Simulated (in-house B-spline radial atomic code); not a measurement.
Neutral zirconium is squeezed into an impenetrable sphere of radius R (the orbitals vanish at R). Method: non-relativistic r2SCAN, spin-polarised, spherical fractional occupations, point nucleus. Calculated with a B-spline radial code for spherical atoms.

Energies in eV above the free atom in [Kr] 4d2 5s2:

| R (bohr) | highest level (eV) | [Kr] 4d2 5s2 | [Kr] 4d1 5s2 5f1 | [Kr] 4d2 4f1 5s1 |
| --- | --- | --- | --- | --- |
| 7.1 | -3.03 | 0.8553 | 24.78 | 11.51 |
| 6.15 | -1.91 | 2.254 | 31.46 | 14.48 |
| 5.17 | 0.725 | 6.247 | 43.92 | 20.38 |
| 4.52 | 4.43 | 12.67 | 59.08 | 27.91 |
| 3.52 | 19 | 42.33 | 112.4 | 56.22 |
| 2.91 | 43.7 | 101.1 | 198.2 | 106.4 |
| 2.62 | 66.2 | 161.5 | 278.2 | 156.7 |
| 2.38 | 94.8 | 245.9 | 384 | 226.7 |
| 1.95 | 190 | 568.1 | 763.2 | 495.4 |
| 1.23 | 788 | 3294 | 3708 | 2829 |

(1) Does [Kr] 4d1 5s2 5f1 fall below [Kr] 4d2 5s2 under compression?

(2) Does [Kr] 4d2 4f1 5s1 fall below [Kr] 4d2 5s2 under compression?

The highest level is first positive in the row R = 5.17 bohr, pushed up by confinement above the zero of the free ion's potential. Each configuration is held fixed and needn't be the lowest in the sphere.

Answers

(1) No, it stays above over the whole range.

(2) Yes, between R = 2.91 and 2.62 bohr the order changes (near 2.76 bohr by linear interpolation).
